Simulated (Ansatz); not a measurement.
**Which method gave which barrier?**

Saddle point of GeH$_{3}$SF, closed shell (GeH₃SF ([F][GeH2][SH]) → GeH₂S ([S][GeH2]) + HF; bonds formed: F2–H4; bonds broken: Ge1–F2, S3–H4), PBE0-D4/def2-TZVP structure:

```xyz
6
angstrom
Ge -0.6060 0.0572 0.2082
F 1.4144 -0.2250 0.3337
S -0.1916 0.2306 -1.8362
H 1.2404 -0.0851 -0.7122
H -0.7621 1.2656 1.1434
H -1.0950 -1.2433 0.8631
```

Computed with Ansatz 0.2.0 (basis: def2-TZVPP, with def2-QZVPP for the basis limit); correlated methods freeze the cores. Filled d shells of the heavier atoms are correlated. The def2 sets are not built for correlating such inner shells, so the correlated values are less sure here. Extrapolation: Hartree–Fock as exp(−7.88 √X), correlation as X^−2.97. Four methods, as single points on the PBE0-D4 structures, gave these electronic barriers from the start structure: 1.441, 1.603, 1.679, 2.205 eV.

Q: The methods were, in alphabetical order, HF, MP2, PBE-D4, r2SCAN-D4. Which gave which? (Judge from chemistry; the calculation decides.)

A: The calculation gives: PBE-D4 1.441; r2SCAN-D4 1.603; MP2 1.679; HF 2.205 eV. For comparison, CCSD(T) at an estimated basis limit (MP2 extrapolated from triple and quadruple zeta, plus CCSD(T) − MP2 in triple zeta) gives 1.703 eV.

T1 diagnostic: at most 0.016.

Labels in which every atom is bracketed show which atoms are joined, not bond orders.

For scale, one of the runs: CCSD(T)/def2-TZVPP, 163 basis functions, launched by `ansatz run in.yaml --threads 2 --pin off --events-out ev --progress --plain --max-ram 4352MiB`. The run took 43 s on 2 CPU threads of an Arm Neoverse V2 (shared host), with 1.2 GiB of host memory at its peak.
